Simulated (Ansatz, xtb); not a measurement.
## C5H5NSi: which of two isomers lies lower

Structure a: `N#CC1=C[SiH2]C=C1`, a singlet. Structure b: `N#CC1=CC=C[SiH2]1`, a singlet. Both are isolated molecules in the gas phase, relaxed with PBE0-D3(BJ)/def2-SVP.

Energies in hartree; the thermal terms are from GFN2-xTB frequencies at re-optimised GFN2-xTB minima (ideal gas, soft modes damped towards free rotors, one conformer each, 298.15 K, 1 atm) and include the zero-point energy:

|  | a | b |
| --- | --- | --- |
| E, CCSD(T)/def2-SVP | −536.282757 | −536.285905 |
| E, MP2/def2-SVP | −536.195448 | −536.198888 |
| E, MP2/def2-TZVPP | −536.763943 | −536.767509 |
| zero-point energy | 0.078123 | 0.078303 |
| H(298 K) − E | 0.086223 | 0.086420 |
| G(298 K) − E | 0.046990 | 0.047158 |

Correct the CCSD(T) difference for the basis set by the MP2 change, then work out ΔE, ΔE₀, ΔH and ΔG for a → b in kcal/mol (1 Eh = 627.51 kcal/mol) and the equilibrium ratio [b]/[a].

1. Differences b − a: CCSD(T) −0.003148, MP2 in the small set −0.003440, MP2 in the large set −0.003566 Eh.
2. ΔE = −0.003148 + (−0.003566 − (−0.003440)) = −0.003274 Eh = −2.05 kcal/mol.
3. ΔE₀ = ΔE + ΔZPE = −0.003274 + (+0.000180) Eh = −1.94 kcal/mol.
4. ΔH = ΔE + (+0.000197) Eh = −1.93 kcal/mol.
5. ΔG = ΔE + (+0.000168) Eh = −1.95 kcal/mol, so ΔS = (ΔH − ΔG)/T = +0.3 J/(mol K).
6. kT = 0.9442 mEh, so K = [b]/[a] = exp(−ΔG/kT) = exp(+3.29) ≈ 27.

Structure b is favoured at this temperature. An error of 1 kcal/mol in ΔG would change K by a factor of 5.4. Mirror images and further conformers aren't counted.

As drawn, both hold the same kinds of bond in the same numbers.

Other levels gave ΔE = −4.0 (GFN2-xTB); −1.6 (HF/STO-3G, GFN2-xTB geometries); −3.7 (r2SCAN-D4/def2-SVP, GFN2-xTB geometries); −3.4 (PBE0-D3(BJ)/def2-SVP); −2.7 (HF/def2-SVP); −2.2 (MP2/def2-SVP); −2.0 (CCSD(T)/def2-SVP) kcal/mol. The correlated steps freeze 11 core orbitals. Programs: Ansatz 0.2.0, xtb 6.7.1.
